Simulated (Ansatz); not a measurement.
Molecule: InCl (charge +1, doublet). 
Geometry from a B3LYP-D3(BJ)/def2-TZVP (Ansatz, a first-principles code) optimisation:
```xyz
2

In     0.0000     0.0000    -0.6042
Cl     0.0000     0.0000     1.7415
```
Charge +1, spin multiplicity 2.

Basis-set convergence of Hartree-Fock and CCSD correlation energies (hartree) with Ansatz. Cores are frozen in the correlated levels unless marked. UHF or UKS for open shells. Spin-orbit coupling is left out. The frozen core is the preceding noble-gas configuration, with the filled d and f shells of earlier blocks. In def2 rows, elements after Kr have scalar-relativistic effective core potentials.

```csv
basis,functions,E(HF),"E(corr, CCSD)"
def2-SVP,44,-648.33768,-0.16954
def2-TZVPP,92,-648.50111,-0.23082
def2-QZVPP,152,-648.51511,-0.24986
```

Extrapolating the two largest sets (X = 3 and 4) as X^-3: E(corr) = (64·(-0.24986) - 27·(-0.23082))/37 = -0.2638 Eh, an estimate of the basis-set limit. The largest set recovers 94.7 % of it, the smallest 64.3 %.
